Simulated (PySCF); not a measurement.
**Computed properties of hydronium (H3O), SMILES [OH3+], charge +1**

hydronium (H3O), SMILES [OH3+], charge +1. The structure is a stationary point at B3LYP-D3(BJ)/def2-TZVPD. Other conformers were not sampled. All values are computed for the isolated molecule unless a solvent is named; none is compared with measurement here.

**Structure.** The optimised structure has C3v symmetry. All 6 harmonic modes at B3LYP-D3(BJ)/def2-TZVPD (PySCF) are real, so it is a minimum.

**Vibrations.** The strongest infrared lines (harmonic, unscaled, degenerate partners summed) lie at 3635 cm⁻¹ (939 km/mol, H 92 %), 818 cm⁻¹ (448 km/mol, H 85 %, O 15 %), 1666 cm⁻¹ (209 km/mol, H 94 %). The softest mode is at 818 cm⁻¹ and the zero-point energy is 21.4 kcal/mol.

**Electronic structure.** B3LYP/def2-TZVPD (PySCF) places the frontier levels at -20.36 and -7.70 eV, a gap of 12.66 eV and a mean polarisability of 6.6 bohr³. PBE/def2-TZVPD (PySCF) at the same geometry gives -18.65 and -8.20 eV, so its gap is 2.21 eV narrower. An orbital gap is neither the optical nor the fundamental gap.

**Excitations.** TDA-M06-2X/def2-TZVPD (PySCF) has S1 at 11.67 eV (106 nm, f = 0.040, weak); the most intense of the 10 singlets computed lies at 16.80 eV (f = 0.39). Strengths of degenerate partners are summed. T1 (TDA) is at 10.96 eV, 0.71 eV under S1. TDA-PBE/def2-TZVPD (PySCF) puts S1 at 10.85 eV. No vertical singlet excitation falls in the visible range (under 3.1 eV).

**NMR.** GIAO shifts at KT2/pcSseg-2 (PySCF) (non-relativistic, atoms alike by connectivity averaged): ¹H at 7.5 ppm against TMS.
